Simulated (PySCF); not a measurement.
Magnetisability: `F[C@@H]([SiH3])C[Si@@H](F)Cl`, C2H7ClF2Si2

Molfile (atoms numbered from 1):
```
C2H7ClF2Si2
     RDKit          3D

 14 13  0  0  0  0  0  0  0  0999 V2000
    0.4369    1.7267    0.0911 F   0  0  0  0  0  0  0  0  0  0  0  0
    0.5559    0.4066   -0.3479 C   0  0  1  0  0  0  0  0  0  0  0  0
    2.3690   -0.1543   -0.0354 Si  0  0  0  0  0  4  0  0  0  0  0  0
   -0.4934   -0.4361    0.3712 C   0  0  0  0  0  0  0  0  0  0  0  0
   -2.2616    0.1794    0.0384 Si  0  0  1  0  0  4  0  0  0  0  0  0
   -2.4928   -0.0049   -1.5497 F   0  0  0  0  0  0  0  0  0  0  0  0
   -3.6064   -0.9928    0.9545 Cl  0  0  0  0  0  0  0  0  0  0  0  0
    0.3253    0.4490   -1.4186 H   0  0  0  0  0  0  0  0  0  0  0  0
    3.2500    0.7993   -0.7020 H   0  0  0  0  0  0  0  0  0  0  0  0
    2.4962   -1.5002   -0.5956 H   0  0  0  0  0  0  0  0  0  0  0  0
    2.5809   -0.1624    1.4112 H   0  0  0  0  0  0  0  0  0  0  0  0
   -0.3806   -1.4693    0.0353 H   0  0  0  0  0  0  0  0  0  0  0  0
   -0.2770   -0.4253    1.4408 H   0  0  0  0  0  0  0  0  0  0  0  0
   -2.5031    1.5838    0.2846 H   0  0  0  0  0  0  0  0  0  0  0  0
  1  2  1  0
  2  3  1  0
  2  4  1  0
  4  5  1  0
  5  6  1  0
  5  7  1  0
  2  8  1  6
  3  9  1  0
  3 10  1  0
  3 11  1  0
  4 12  1  0
  4 13  1  0
  5 14  1  1
M  END
```

Level of theory: PySCF 2.14.0, GIAO PBE0/pcSseg-1 magnetisability, rotational g tensor and spin-rotation constants, non-relativistic, gas phase. Geometry: GFN2-xTB.

(1) How diamagnetic is it, and how anisotropic?

(2) Split it along the inertial axes a, b, c into diamagnetic and paramagnetic parts about the centre of mass, with the quadrupole moment.

(3) And the rotational g tensor?

## Answers

(1) Isotropic -1431 × 10⁻³⁰ J/T², or -86.2 × 10⁻⁶ cm³/mol; principal values -1482, -1438, -1373 × 10⁻³⁰ J/T², anisotropy 95 × 10⁻³⁰ J/T² (root of half the summed squared differences of the principal values). The susceptibility is in cgs units.

(2) 
| axis | χ (10⁻⁶ cm³/mol) | diamagnetic (10⁻⁶ cm³/mol) | paramagnetic (10⁻⁶ cm³/mol) | summed x² of all electrons (Å²) | quadrupole Θ (D Å) |
| --- | --- | --- | --- | --- | --- |
| a | -86.6 | -496.9 | 410.3 | 422.8 | -0.68 |
| b | -84.0 | -1987.8 | 1903.8 | 71.4 | +0.35 |
| c | -87.9 | -2096.6 | 2008.7 | 45.7 | +0.33 |

Anisotropies 2χaa − χbb − χcc = -1.2 and 2χbb − χaa − χcc = +6.5 × 10⁻⁶ cm³/mol. Θ is traceless in Buckingham's convention.

(3) 
| axis | rotational constant (GHz) | g | nuclear part | electronic part |
| --- | --- | --- | --- | --- |
| a | 3.0073 | -0.0406 | 0.5390 | -0.5797 |
| b | 0.5978 | -0.0090 | 0.5257 | -0.5347 |
| c | 0.5647 | -0.0074 | 0.5255 | -0.5329 |

Asymmetric top; isotopes 12C, 35Cl, 19F, 1H, 28Si; no vibrational averaging.
